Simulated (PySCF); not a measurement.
**B²⁺: ionisation energy**

B²⁺ [He] 2s1 (2S) → B³⁺ 1s2 (1S), as a difference of total energies. Computed with PySCF 2.14 in Sapporo-DZP-2012 (4s3p1d, 18 functions), with scalar relativity by spin-free X2C-1e. The calculations carry no spin-orbit coupling.

| method | ionisation energy (eV) | error (eV) |
| --- | --- | --- |
| UHF | 37.798 | -0.133 |
| TPSS | 38.125 | +0.194 |
| PBE | 38.245 | +0.314 |

Reference: 37.931 eV (measured; NIST Atomic Spectra Database, ionization energies).
